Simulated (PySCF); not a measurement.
Bonds (- single, = double, # triple, : aromatic): N1#C2 1.145 Å, C2-Si3 1.866 Å, Si3-C4 1.883 Å, C4=C5 1.340 Å, C5-O6 1.372 Å, O6-C7 1.330 Å, C7=O8 1.193 Å, C5-C9 1.503 Å, C9-Si3 1.932 Å. Si3 carries H10; C4 carries H11; C7 carries H12; C9 carries H13, H14. Stereochemistry as in N#C[Si@H]1C=C(OC=O)C1. H13 is cis to C2 on the ring; H14 is trans to C2 on the ring.

A single conformation, relativity neglected, no solvent model. Coordinates at the GFN2-xTB level; NMR shieldings at PBE0/pcSseg-1/GIAO; PySCF 2.14.

Scale: TMS for $^{13}$C (σref 186.93) and $^{1}$H (σref 31.72) and $^{29}$Si (σref 349.16); $^{15}$N (σref 267.73) vs NH3; $^{17}$O (σref 336.08) against H2O (reference shieldings calculated alike).

| atoms | nucleus | count | Hirshfeld charge | δ (ppm) |
| --- | --- | --- | --- | --- |
| H12 | $^{1}$H | 1 | 0.07 | 8.24 |
| C7 | $^{13}$C | 1 | 0.19 | ? |
| C4 | $^{13}$C | 1 | -0.17 | 121.3 |
| O8 | $^{17}$O | 1 | -0.22 | 472.8 |
| O6 | $^{17}$O | 1 | -0.07 | 278.0 |
| N1 | $^{15}$N | 1 | -0.19 | ? |
| C5 | $^{13}$C | 1 | 0.09 | ? |
| H14 | $^{1}$H | 1 | 0.04 | 2.36 |
| Si3 | $^{29}$Si | 1 | 0.42 | -70.9 |
| C9 | $^{13}$C | 1 | -0.16 | 27.8 |
| H11 | $^{1}$H | 1 | 0.04 | 6.02 |
| C2 | $^{13}$C | 1 | -0.03 | ? |
| H13 | $^{1}$H | 1 | 0.05 | 2.49 |
| H10 | $^{1}$H | 1 | -0.05 | 4.97 |

Fill in the missing shifts.

## Answers


- C5: 167.0 ppm, alkene carbon bearing oxygen; an sp2 carbon further deshielded by the attached heteroatom
- C7: 163.1 ppm, ester carbonyl carbon; lone-pair donation from the attached heteroatom keeps it upfield of a ketone carbonyl
- C2: 123.4 ppm, nitrile carbon; typical of a nitrile
- N1: 366.4 ppm, nitrile nitrogen

Shifts are as computed. Against solution values, carbons near 30 ppm lie about +3 ppm off and those near 130 ppm about +5 ppm. Of 1211 compounds with measured shifts, 218 miss one by over three times the rms of a fit or turn the order of signals round; such compounds aren't used in these exercises. Unscaled 17O shifts of doubly bonded oxygen tend to come out too high, by tens of ppm or more. Experimental scales use liquid or dissolved standards, which lie at an offset from isolated NH3 (liquid NH3: subtract about 20 ppm) and H2O (liquid H2O: subtract about 36 ppm). Unscaled 15N shifts of sp2 nitrogen come out 20 to 40 ppm too high even then.
